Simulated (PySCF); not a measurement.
GeH₇NOSi.
Bonds: N1–Si2, Si2–O3, O3–Ge4. Hydrogens: H5, H6 on N1; H7, H8 on Si2; H9, H10, H11 on Ge4.

Computed with PBE0-D3(BJ)/def2-SVP geometry optimisation, gas phase (PySCF).

Question: List the bond lengths, angles and torsions at this level.

Answer: 
| bond | length (pm) | order |
| --- | --- | --- |
| N1–Si2 | 172.1 | single |
| Si2–O3 | 166.3 | single |
| O3–Ge4 | 177.8 | single |
| N1–H5, N1–H6 | 101.2 | single |
| Si2–H7, Si2–H8 | 149.1 | single |
| Ge4–H9, Ge4–H10, Ge4–H11 | 154.0 | single |

Bonds in one row agree within 1 pm and their mean is given. Orders are formal, as drawn. A selection of angles:
| angle | degrees |
| --- | --- |
| Si2–N1–H5 | 124.0 |
| H5–N1–H6 | 112.7 |
| N1–Si2–O3 | 113.1 |
| N1–Si2–H7 | 109.4 |
| N1–Si2–H8 | 106.8 |
| O3–Si2–H7 | 106.7 |
| O3–Si2–H8 | 109.1 |
| H7–Si2–H8 | 111.9 |
| Si2–O3–Ge4 | 129.5 |
| O3–Ge4–H9 | 109.7 |
| O3–Ge4–H10 | 105.6 |
| H9–Ge4–H10 | 110.9 |
| H9–Ge4–H11 | 110.2 |

Dihedral angles: N1–Si2–O3–Ge4 -19° (synperiplanar). The mirror-image conformer, all signs reversed, is as good.

Si2 (oxygen-bound silicon) is distorted tetrahedral (angles from 106.7° to 113.1°). N1 (silicon-bound nitrogen) is planar (angles 124.0°, 123.3° and 112.7°, sum 360.0°, 0.00 Å off the plane of its three neighbours). O3 (oxygen bonded to Ge and Si) is bent (angle 129.5°). Ge4 (germanium bonded to O and 3 H) is distorted tetrahedral (angles from 105.6° to 110.9°).

Not checked by PBE0-D3(BJ)/def2-SVP frequencies. One conformer, not necessarily the lowest (H–N1–Si2–O3 -83° and 96°, N1–Si2–O3–Ge4 -19°).

Hardware: one thread, Arm Neoverse V1 (aarch64), on a shared host. Cost: 83 s wall, 0.48 GiB resident at most. This is the geometry optimisation.
